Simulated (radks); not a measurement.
The mean radii <r> (bohr) of the occupied orbitals of an atom or ion are listed with their occupations. All-electron calculation, scalar-relativistic Kohn-Sham, PBE, spin-polarised, spherical densities, finite nucleus; Fermi nuclear charge, rms radius of each element as measured or else 0.836 A^(1/3) + 0.57 fm. Program: a radial shooting solver on a logarithmic mesh with Libxc functionals.

| orbital | occ. | <r> |
|---|---|---|
| 1s up | 1 | 0.7605 |

Name the element and its charge. Open shells, if any, are filled with parallel spins first.

Answer. Z = 2, helium, charge +1: He+ in 1s1. The 1s radius gives Z: for a bare nucleus <r> = (2 gamma + 1)/(2Z) with gamma = sqrt(1 - (Z/c)^2), 0.7499 bohr for Z = 2, and the self-interaction of the functional makes it slightly larger (0.7605 here). The occupations add up to 1, and the charge is Z minus that.
